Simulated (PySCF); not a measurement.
Correlation energy of Te- (tellurium, charge -1)

[Kr] 4d10 5s2 5p5, 2P determinant. Calculation: PySCF 2.14, in aug-cc-pVQZ-PP with ECP28MDF; a scalar-relativistic core potential. Frozen: 4s2 4p6 4d10; 7 electrons correlated.

```csv
level,correlation energy (mhartree)
CCSD,-144.55
(T),-6.80
CCSD(T),-151.35
```

Diagnostics: T1 = 0.0093, D1 = 0.0256, largest double amplitude 0.034.

**Question.** Is a single reference adequate?

**Answer.** Yes, within this model without spin-orbit coupling: T1 lies below 0.03 and no double amplitude reaches 0.07.
